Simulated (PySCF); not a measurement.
Species: C₆H₄F₂.
Atom-mapped SMILES: `[CH:1]#[C:2][C:3]1=[CH:4][C@H:5]1[CH:6]([F:7])[F:8]` (hydrogens: H9 on C1; H10 on C4; H11 on C5; H12 on C6)

Computed by this run: PBE0-D3(BJ)/def2-SVP geometry optimisation, gas phase (PySCF 2.14.0); density fitting, grid level 1; the optimiser is geomeTRIC in internal coordinates, started from a GFN2-xTB structure.

Step 1: E = -11695.2319 eV
```
atom  x, y, z in Å  |  force x, y, z in eV/Å
C1      2.6321    1.2796   -0.8545    0.198   0.071  -0.066
C2      1.5102    1.1264   -0.4184   -0.163  -0.008   0.056
C3      0.2333    0.8598    0.0768    0.091  -0.155  -0.070
C4     -1.0072    1.1479    0.3604   -0.082   0.230   0.046
C5     -0.5863   -0.2325    0.7178    0.053  -0.150   0.107
C6     -0.9839   -1.4368   -0.0909    0.317   0.255   0.040
F7      0.0350   -2.3323   -0.0723   -0.160  -0.047  -0.029
F8     -2.0624   -2.0341    0.4539   -0.086  -0.094  -0.002
H9      3.6270    1.4245   -1.2416   -0.096  -0.004   0.038
H10    -1.7955    1.8981    0.4157    0.022  -0.112  -0.044
H11    -0.3891   -0.5107    1.7695   -0.023   0.069  -0.061
H12    -1.1986   -1.1745   -1.1430   -0.073  -0.055  -0.014
```

Step 2: E = -11695.2414 eV
```
atom  x, y, z in Å  |  force x, y, z in eV/Å
C1      2.6491    1.3179   -0.8513   -0.014   0.039   0.017
C2      1.5294    1.1298   -0.4199    0.015  -0.026   0.004
C3      0.2584    0.8379    0.0729   -0.091  -0.099  -0.072
C4     -0.9868    1.1258    0.3413    0.070   0.211   0.099
C5     -0.5649   -0.2468    0.7246    0.020  -0.118  -0.047
C6     -1.0016   -1.4387   -0.0799    0.183  -0.051  -0.034
F7     -0.0254   -2.3781   -0.0826   -0.025   0.025  -0.005
F8     -2.0937   -2.0079    0.4733   -0.110  -0.007   0.076
H9      3.6383    1.4954   -1.2320    0.003   0.004  -0.003
H10    -1.7807    1.8675    0.3769   -0.027  -0.039  -0.031
H11    -0.3737   -0.5108    1.7787   -0.030   0.025  -0.011
H12    -1.2337   -1.1766   -1.1288    0.007   0.036   0.008
```

Step 3: E = -11695.2444 eV
```
atom  x, y, z in Å  |  force x, y, z in eV/Å
C1      2.6555    1.3380   -0.8510   -0.064   0.022   0.032
C2      1.5376    1.1265   -0.4254    0.076  -0.020  -0.003
C3      0.2686    0.8240    0.0656   -0.101  -0.066  -0.058
C4     -0.9731    1.1231    0.3370    0.053   0.067   0.073
C5     -0.5602   -0.2557    0.7185    0.064  -0.023  -0.014
C6     -1.0084   -1.4476   -0.0761    0.005  -0.042  -0.062
F7     -0.0515   -2.4049   -0.0761   -0.018   0.061   0.018
F8     -2.1129   -1.9917    0.4852   -0.025   0.000   0.029
H9      3.6421    1.5372   -1.2259    0.026   0.002  -0.014
H10    -1.7653    1.8653    0.3724   -0.038  -0.008  -0.028
H11    -0.3769   -0.5137    1.7740    0.006   0.002   0.028
H12    -1.2409   -1.1851   -1.1249    0.017   0.004   0.001
```

**Question.** Estimate the geometry and energy of step 4. (The exact step hangs on the optimiser's Hessian estimate; all steps are aligned on step 3, rigid shifts and turns removed.)

**Answer.** E = -11695.2454 eV, largest force 0.076 eV/Å
```
atom  x, y, z in Å  |  force x, y, z in eV/Å
C1      2.6583    1.3481   -0.8505   -0.019   0.019   0.010
C2      1.5421    1.1196   -0.4299    0.039  -0.013   0.013
C3      0.2732    0.8123    0.0599   -0.057   0.000  -0.050
C4     -0.9658    1.1192    0.3349    0.039   0.007   0.063
C5     -0.5553   -0.2617    0.7182    0.018   0.049  -0.016
C6     -1.0135   -1.4494   -0.0753   -0.060  -0.021   0.035
F7     -0.0658   -2.4130   -0.0715    0.007  -0.009   0.000
F8     -2.1245   -1.9800    0.4912    0.025   0.001  -0.031
H9      3.6440    1.5615   -1.2217    0.006  -0.006  -0.007
H10    -1.7604    1.8592    0.3669   -0.015  -0.003  -0.023
H11    -0.3743   -0.5155    1.7755    0.014  -0.015   0.004
H12    -1.2433   -1.1851   -1.1243    0.003  -0.011   0.004
```

The energy changes by -0.0010 eV. The first-order estimate −F·Δx gives -0.0020 eV and the mean of the old and new forces, exact on a quadratic surface, -0.0011 eV. The step makes an angle of 79° with the force vector and moves no atom by more than 0.025 Å.

The cost below is that of the whole optimisation. The run took 3.3 min of wall time on an Arm Neoverse N1 with one thread, shared host with 64 logical CPUs at a one-minute load of 13, and the process peaked at 0.55 GiB of memory.
